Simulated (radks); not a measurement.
Values are calculated unless marked as measured or tabulated.
Problem. The mean radii <r> (bohr) of the occupied orbitals of an atom or ion are listed with their occupations. Level of theory: Dirac Kohn-Sham, OLYP, spin-unpolarised, spherical densities, finite nucleus; Fermi nuclear charge, rms radius of each element as measured or else 0.836 A^(1/3) + 0.57 fm (a radial shooting solver on a logarithmic mesh with Libxc functionals).

| orbital | occ. | <r> |
|---|---|---|
| 1s1/2 | 2 | 0.02191 |
| 2s1/2 | 2 | 0.09275 |
| 2p1/2 | 2 | 0.07746 |
| 2p3/2 | 4 | 0.08429 |
| 3s1/2 | 2 | 0.2439 |
| 3p1/2 | 2 | 0.2336 |
| 3p3/2 | 4 | 0.2466 |
| 3d3/2 | 4 | 0.2186 |
| 3d5/2 | 6 | 0.2226 |
| 4s1/2 | 2 | 0.5526 |
| 4p1/2 | 2 | 0.5645 |
| 4p3/2 | 4 | 0.5940 |
| 4d3/2 | 4 | 0.6294 |
| 4d5/2 | 6 | 0.6398 |
| 5s1/2 | 2 | 1.330 |
| 5p1/2 | 2 | 1.485 |
| 5p3/2 | 4 | 1.575 |
| 4f5/2 | 6 | 0.8520 |
| 4f7/2 | 1 | 0.8640 |
| 5d3/2 | 1 | 2.365 |

Name the element and its charge. Open shells, if any, fill j = l - 1/2 first.

Solution. Z = 64, gadolinium, charge +2: Gd2+ in [Xe] 4f7 5d1. The 1s radius gives Z: for a bare nucleus <r> = (2 gamma + 1)/(2Z) with gamma = sqrt(1 - (Z/c)^2), 0.02163 bohr for Z = 64, and screening makes it slightly larger (0.02191 here). The occupations add up to 62, and the charge is Z minus that.
